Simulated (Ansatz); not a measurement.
A structure relaxed at r2SCAN-D4/def2-SVP in Ansatz, charge -1, doublet:

```xyz
13

Sn   -1.154    3.965    5.756
Sn   -0.162   -1.259   -5.732
Sn    0.477   -0.508    0.859
Sn    2.075    1.228   -2.509
Te    0.151    2.091    4.116
Te   -1.740    0.475    2.597
Te   -1.628   -2.297    3.226
Te    1.464    4.566    5.771
Te   -0.555    0.577   -1.671
Te    0.756   -3.870   -4.810
Te    2.231    0.246   -5.063
Te   -1.131   -2.912    0.558
Te   -0.786   -2.303   -3.100
```

(1) Give its formula.

(2) Summarise the bond lengths by kind (pairs closer than 1.2 times the sum of covalent radii, bridged metal pairs left out).

Answers

(1) the cluster Sn4Te9⁻.

(2) 10 × Sn–Te 2.69 to 2.98 Å; 6 × Te–Te 2.78 to 3.25 Å.

In the def2 sets Sn, Te take a core potential; there is no spin–orbit coupling. Another isomer (doublet) lies 0.70 eV lower at PBE0-D4/def2-TZVP; other spin states weren't run for this one.
